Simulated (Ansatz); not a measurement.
System: SiN2H5, charge 0, doublet. SiN2H5 (SMILES N[SiH]N, doublet).
B3LYP-D3(BJ)/def2-TZVP minimum from Ansatz (a program for electronic structure):
```
Si
N 1 1.7175
H 2 1.0053 1 122.62
H 2 1.0092 3 113.01 1 165.94
N 1 1.7265 2 106.03 3 -156.64
H 5 1.0085 1 120.10 2 -157.19
H 5 1.0087 6 111.47 1 149.19
H 1 1.5017 2 116.64 3 88.95
```
Charge 0, spin multiplicity 2.

Property: atomisation energy (electronic, to ground-state atoms), in kJ/mol. UHF or UKS for unpaired electrons; spin-orbit terms are left out. CBS(X,Y): correlation extrapolated as X^-3, Hartree-Fock from the larger set. A bracket is a step between two methods taken in the basis named. The functionals are non-relativistic, so their misses hold any scalar relativity. Double hybrids freeze cores in their MP2 part. '+ core + X2C': CCSD(T) terms for core correlation (cc-pwCVTZ, 1s frozen past Ne) and scalar relativity (cc-pVTZ-DK). Where a partner has so few electrons that a lower coupled-cluster level is exact, that level stands in.

CCSD(T)/CBS(cc-pV(T+d)Z,cc-pV(Q+d)Z) + [CCSDT(Q) - CCSD(T)]/cc-pV(D+d)Z + core + X2C (Ansatz) gives 2592.3 kJ/mol.

Question: How far off this value is PBE/def2-TZVPD (Ansatz), in which direction, and which of these levels come nearer: B3LYP/def2-TZVPD, B2PLYP/def2-TZVPD, CCSD(T)/CBS(cc-pV(T+d)Z,cc-pV(Q+d)Z) + core + X2C?

Answer: PBE gives 2623.5 kJ/mol, 31.2 kJ/mol above it. Differences of the others: B3LYP/def2-TZVPD (Ansatz) -1.6; B2PLYP/def2-TZVPD (Ansatz) -35.3; CCSD(T)/CBS(cc-pV(T+d)Z,cc-pV(Q+d)Z) + core + X2C (Ansatz) -3.0 kJ/mol. Nearer than PBE: B3LYP/def2-TZVPD, CCSD(T)/CBS(cc-pV(T+d)Z,cc-pV(Q+d)Z) + core + X2C.
